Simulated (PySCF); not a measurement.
Isomers of C6H12Cl2Si.

All values: PBE0/pcSseg-1 (PySCF) at GFN2-xTB geometries, gas phase, one conformer each.

(1) Rank by HOMO energy, lowest first.
A. `[CH3:1][C:2]([CH3:3])=[CH:4][SiH2:5][C@@H:6]([Cl:7])[CH2:8][Cl:9]` with C2–C4–Si5–C6 -93°, C4–Si5–C6–Cl7 -61°, Si5–C6–C8–Cl9 65°
B. `[CH2:1]=[C:2]([CH3:3])[Si@H:4]([Cl:5])[CH2:6][CH2:7][CH2:8][Cl:9]` with C1–C2–Si4–Cl5 120°, C2–Si4–C6–C7 178°, Si4–C6–C7–C8 178°, C6–C7–C8–Cl9 -66°
C. `[CH3:1][CH2:2][C@@H:3]1[CH2:4][C@@:5]1([SiH3:6])[CH:7]([Cl:8])[Cl:9]` with C1–C2–C3–C4 -87°, C4–C5–C7–Cl8 158°

(2) Rank by HOMO–LUMO gap, highest first.
A. `[CH3:1][CH2:2][C@@H:3]1[CH2:4][C@@:5]1([SiH3:6])[CH:7]([Cl:8])[Cl:9]` with C1–C2–C3–C4 -87°, C4–C5–C7–Cl8 158°
B. `[CH2:1]=[C:2]([CH3:3])[Si@H:4]([Cl:5])[CH2:6][CH2:7][CH2:8][Cl:9]` with C1–C2–Si4–Cl5 120°, C2–Si4–C6–C7 178°, Si4–C6–C7–C8 178°, C6–C7–C8–Cl9 -66°
C. `[CH3:1][CH2:2][Si@H:3]([CH2:4][Cl:5])[C:6]1([Cl:7])[CH2:8][CH2:9]1` with C1–C2–Si3–C4 175°, C2–Si3–C4–Cl5 67°, C2–Si3–C6–Cl7 60°
D. `[CH3:1][C:2]([CH3:3])=[CH:4][SiH2:5][C@@H:6]([Cl:7])[CH2:8][Cl:9]` with C2–C4–Si5–C6 -93°, C4–Si5–C6–Cl7 -61°, Si5–C6–C8–Cl9 65°

Answers

(1) C (-8.23 eV), B (-7.82 eV), A (-7.43 eV).

(2) A (8.31 eV), C (8.17 eV), B (7.36 eV), D (6.99 eV).

All values together:

```tsv
SMILES	μ (D)	HOMO (eV)	LUMO (eV)	lowest IAO charge (e)	highest IAO charge (e)	lowest Hirshfeld charge (e)	highest Hirshfeld charge (e)
CC(C)=C[SiH2][C@@H](Cl)CCl	1.76	-7.43	-0.44	-0.478 (C)	+0.738 (Si)	-0.166 (C)	+0.309 (Si)
CC[C@@H]1C[C@@]1([SiH3])C(Cl)Cl	2.05	-8.23	0.08	-0.415 (C)	+0.595 (Si)	-0.115 (C)	+0.295 (Si)
CC[Si@H](CCl)C1(Cl)CC1	2.14	-7.75	0.42	-0.534 (C)	+0.920 (Si)	-0.157 (C)	+0.351 (Si)
C=C(C)[Si@H](Cl)CCCCl	0.85	-7.82	-0.46	-0.548 (C)	+0.924 (Si)	-0.165 (C)	+0.365 (Si)
```

Conformers: `[CH3:1][C:2]([CH3:3])=[CH:4][SiH2:5][C@@H:6]([Cl:7])[CH2:8][Cl:9]` with C2–C4–Si5–C6 -93°, C4–Si5–C6–Cl7 -61°, Si5–C6–C8–Cl9 65°; `[CH3:1][CH2:2][C@@H:3]1[CH2:4][C@@:5]1([SiH3:6])[CH:7]([Cl:8])[Cl:9]` with C1–C2–C3–C4 -87°, C4–C5–C7–Cl8 158°; `[CH3:1][CH2:2][Si@H:3]([CH2:4][Cl:5])[C:6]1([Cl:7])[CH2:8][CH2:9]1` with C1–C2–Si3–C4 175°, C2–Si3–C4–Cl5 67°, C2–Si3–C6–Cl7 60°; `[CH2:1]=[C:2]([CH3:3])[Si@H:4]([Cl:5])[CH2:6][CH2:7][CH2:8][Cl:9]` with C1–C2–Si4–Cl5 120°, C2–Si4–C6–C7 178°, Si4–C6–C7–C8 178°, C6–C7–C8–Cl9 -66°.
